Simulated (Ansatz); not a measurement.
C₃H₉B, singlet, at a GFN2-xTB geometry; CCSD(T)/STO-3G (Ansatz, a program for electronic structure).

The Ansatz input:
Ansatz 0.2 input:
```yaml
crystal:
  periodic: [false, false, false]
  atoms:
    - {symbol: B, position_ang: [0.00001088, 0.00026539, 0.00036792]}
    - {symbol: C, position_ang: [1.52623309, -0.14823315, -0.37068251]}
    - {symbol: H, position_ang: [1.83762844, -1.19171630, -0.34087316]}
    - {symbol: H, position_ang: [2.14173593, 0.36217756, 0.37015562]}
    - {symbol: H, position_ang: [1.79190592, 0.25078287, -1.34670484]}
    - {symbol: C, position_ang: [-0.55014221, -0.62227830, 1.34159877]}
    - {symbol: H, position_ang: [-1.31137926, -1.37129600, 1.12412977]}
    - {symbol: H, position_ang: [-1.04868172, 0.13436281, 1.94635953]}
    - {symbol: H, position_ang: [0.20789011, -1.09570452, 1.96090406]}
    - {symbol: C, position_ang: [-0.97606596, 0.77066511, -0.97070561]}
    - {symbol: H, position_ang: [-1.99790782, 0.85271732, -0.60827282]}
    - {symbol: H, position_ang: [-1.00999230, 0.27798673, -1.94219118]}
    - {symbol: H, position_ang: [-0.61140315, 1.77844063, -1.16661060]}
basis:
  gaussian:
    orbitals: STO-3G
magnetization: {spin_polarized: false}
correlation: {method: ccsd_t, electrons: outside_noble_gas}
accuracy: high
```

Problem. Write the output that Ansatz gives for this input, abridged.

Solution. 
```
Functional definition: HF
609 factors; integrals over basis functions are off by at most 2.0e-9 eV
mean field evaluation 1: about -3859.1623 eV, gradient 1.4e1 eV
mean field evaluation 2: about -3859.3338 eV, gradient 1.4e1 eV
mean field evaluation 4: about -3860.1965 eV, gradient 2.5e-1 eV
mean field evaluation 8: about -3860.1961 eV, gradient 1.3e-6 eV
mean field evaluation 16: about -3860.0396 eV, gradient 2.3e-1 eV
mean field -3860.19607966 eV, -141.8595893927 hartree, gradient 2.6e-8 eV, S^2 0.000000; 0 other end points of the search recorded, 0 dependent functions left out
4 core orbitals not correlated
reference -3860.19607966 eV, -141.8595893927 hartree; 12, 12 occupied and 13, 13 virtual orbitals, 609 factors
second order -5.06004247 eV of doubles, -0.00000000 eV of singles
cycle   1  -6.21217888 eV  change    -1.2e0 eV  update   7.5e-2
cycle   2  -6.73798005 eV  change   -5.3e-1 eV  update   2.7e-2
cycle   3  -6.76750234 eV  change   -3.0e-2 eV  update   4.4e-3
cycle   4  -6.77158345 eV  change   -4.1e-3 eV  update   1.3e-3
cycle   5  -6.77176354 eV  change   -1.8e-4 eV  update   2.7e-4
cycle   6  -6.77175609 eV  change    7.5e-6 eV  update   3.7e-5
cycle   7  -6.77176433 eV  change   -8.2e-6 eV  update   1.1e-5
cycle   8  -6.77177153 eV  change   -7.2e-6 eV  update   3.2e-6
cycle   9  -6.77177247 eV  change   -9.4e-7 eV  update   1.1e-6
cycle  10  -6.77177216 eV  change    3.1e-7 eV  update   4.0e-7
cycle  11  -6.77177218 eV  change   -2.0e-8 eV  update   1.7e-7
cycle  12  -6.77177214 eV  change    4.1e-8 eV  update   5.7e-8
cycle  13  -6.77177217 eV  change   -3.0e-8 eV  update   2.6e-8
cycle  14  -6.77177216 eV  change    9.5e-9 eV  update   1.8e-8
cycle  15  -6.77177168 eV  change    4.8e-7 eV  update   1.0e-7
cycle  16  -6.77177155 eV  change    1.2e-7 eV  update   2.7e-8
cycle  17  -6.77177152 eV  change    3.3e-8 eV  update   6.8e-9
cycle  18  -6.77177151 eV  change    6.1e-9 eV  update   2.0e-9
cycle  19  -6.77177151 eV  change   5.2e-10 eV  update  4.7e-10
perturbative correction -0.04469180 eV, -0.0016423935 hartree
Total energy: -3867.01254298 eV, -142.1100897992 hartree
```
